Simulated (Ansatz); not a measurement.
# Ligand exchange: GeH2(SH)2 + KSH → GeH(SH)3 + KH

Species: GeH2(SH)2, singlet; KSH `[SH][K]`, singlet; GeH(SH)3, singlet; KH, singlet. The partners trade H for SH: Ge–H and K–SH bonds give way to Ge–SH and K–H.

Shapes, held fixed at every level: PBE0-D4/def2-TZVP. Flexible molecules stand in one conformer, not always the lowest. Programs: Ansatz 0.2.0. The zero-point and thermal change to 298 K, harmonic and unscaled (PBE0-D4/def2-TZVP), is -7.0 kJ/mol.

```json
{"level": "PBE-D4/def2-TZVPP", "kind": "GGA", "ΔH(298 K) (kJ/mol)": "+106.5", "less CCSD(T)/def2-TZVPP": "-15.9"}
{"level": "wB97X-V/def2-TZVPP", "kind": "range-separated hybrid", "ΔH(298 K) (kJ/mol)": "+122.0", "less CCSD(T)/def2-TZVPP": "-0.4"}
{"level": "B2PLYP/def2-TZVPP", "kind": "double hybrid", "ΔH(298 K) (kJ/mol)": "+126.1", "less CCSD(T)/def2-TZVPP": "+3.7"}
{"level": "MP2/def2-SVP", "kind": "perturbation theory", "ΔH(298 K) (kJ/mol)": "+118.7", "less CCSD(T)/def2-TZVPP": "-3.7"}
{"level": "MP2/def2-TZVPP", "kind": "perturbation theory", "ΔH(298 K) (kJ/mol)": "+125.7", "less CCSD(T)/def2-TZVPP": "+3.3"}
{"level": "CCSD/def2-TZVPP", "kind": "coupled cluster or CI", "ΔH(298 K) (kJ/mol)": "+126.5", "less CCSD(T)/def2-TZVPP": "+4.1"}
{"level": "CCSD(T)/def2-TZVPP", "kind": "coupled cluster or CI", "ΔH(298 K) (kJ/mol)": "+122.4", "less CCSD(T)/def2-TZVPP": "0.0"}
```

The highest level, CCSD(T)/def2-TZVPP, gives ΔH(298 K) = +122.4 kJ/mol; the levels span +106.5 to +126.5. The column of differences is taken from that level and isn't an error. No measured value is set beside it here. Relativity is left out for Ge. Outer-core shells of Ge, K are correlated, in sets that cover them unevenly.
